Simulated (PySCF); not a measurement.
**How methods differ on the excitation energy of Ir⁺**

Ir⁺ [Xe] 4f14 5d7 6s1 (5F) → Ir⁺ [Xe] 4f14 5d6 6s1 6p1 (high-spin determinant), as a difference of total energies. Calculation: PySCF 2.14, in def2-QZVPPD with the def2 core potential (60 electrons) (7s5p4d4f2g, 88 functions); a scalar-relativistic core potential. Correlated levels: valence: 5s2 5p6 frozen. The calculations carry no spin-orbit coupling.

```tsv
method	excitation energy (eV)
UHF	5.350
MP2 (valence)	6.599
SCS-MP2 (valence)	6.953
CCSD (valence)	6.441
CCSD(T) (valence)	6.484
```

Problem. How much does correlation contribute at CCSD(T) (valence)?

Solution. 6.484 − (5.350) = 1.134 eV, measured against UHF.

The determinant of the upper state mixes LS terms, which raises its energy above the lowest term, most at the Hartree-Fock and MP2 levels.
